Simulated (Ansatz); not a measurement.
A made-up structure of SiH2TeS, singlet:

Si1  (-0.287, 0.224, -0.244)
S2  (-0.065, -0.784, 1.585)
Te3  (1.934, -0.735, 0.119)
H4  (-1.157, -0.401, -1.264)
H5  (3.413, -1.268, 0.740)
(Å)

It is relaxed with PBE-D4/def2-SVP and then PBE0-D4/def2-TZVP (Ansatz 0.2.0). Atoms count as bonded within 1.22 times the sum of their covalent radii (H–H: 0.88 Å). The end point is not checked to be a true minimum.

Task: Does its bonding change? (Judge from chemistry; the calculation decides.)

Result: Computed: Yes. Formed: none; broken: Si1–Te3.

Where it ends: The first stage lowers the energy by 2.30 eV in 19 steps. It ends as SiH₂TeS ([SiH][S][TeH]):
```json
{"atom": "Si1", "x (Å)": "-0.4293", "y (Å)": "0.4624", "z (Å)": "-0.4760"}
{"atom": "S2", "x (Å)": "0.3690", "y (Å)": "-1.3874", "z (Å)": "0.1585"}
{"atom": "Te3", "x (Å)": "2.7497", "y (Å)": "-1.0566", "z (Å)": "-0.0456"}
{"atom": "H4", "x (Å)": "-1.8247", "y (Å)": "-0.1423", "z (Å)": "-0.2854"}
{"atom": "H5", "x (Å)": "2.9737", "y (Å)": "-0.8398", "z (Å)": "1.5856"}
```

Labels in which every atom is bracketed show which atoms are joined, not bond orders.

For scale, one of the runs: PBE0-D4/def2-TZVP relaxation, 136 basis functions, launched by `ansatz run in.yaml --threads 2 --pin off --events-out ev --progress --plain --max-ram 4352MiB`. The run took about 34 s on 2 CPU threads of an Arm Neoverse V1 (shared host).
